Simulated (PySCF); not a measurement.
# Exercise with solution: chemical shift, span and skew from a shielding tensor

CH5AlO2Se, SMILES C[O][Al]([OH])[SeH]. Atoms are numbered in the order given.

```xyz
10

Al     0.5315    -0.4293     0.0459
O      2.0070    -0.4837     0.8867
H      2.6798    -1.1678     0.8560
O     -0.0435    -1.5947    -1.0254
C      0.1840    -2.8152    -1.6539
H      0.1984    -2.6915    -2.7520
H      1.1453    -3.2786    -1.3574
H     -0.6205    -3.5334    -1.4127
Se    -0.8035     1.4064     0.4048
H      0.1944     1.9533     1.3388
```
Charge 0, spin multiplicity 1.

The structure is a stationary point at r2SCAN-D4/def2-SVP. The values are those of a single conformer.

GIAO shieldings from PBE/pcSseg-1 run with PySCF, non-relativistic, no solvent. The symmetric part of the tensor of Se9 has the principal values 2144.9, 2182.2, 2692.5 ppm. The same nucleus in Me2Se has σ = 1634.8 ppm at this level (PySCF, at its B3LYP-D3(BJ)/def2-TZVP geometry).

### Question
Work out the isotropic shielding, the ⁷⁷Se shift against Me2Se, the span and the skew.

### Answer

σ(iso) = (σ11 + σ22 + σ33)/3 = 2339.9 ppm. δ = σ(ref) − σ(iso) = 1634.8 − (2339.9) = -705.1 ppm.
Span Ω = σ33 − σ11 = 547.6 ppm. Skew κ = 3(σ(iso) − σ22)/Ω = 0.86. Tumbling in solution averages the tensor to δ; in a static solid the shielding alone would spread this spin-1/2 line over Ω.
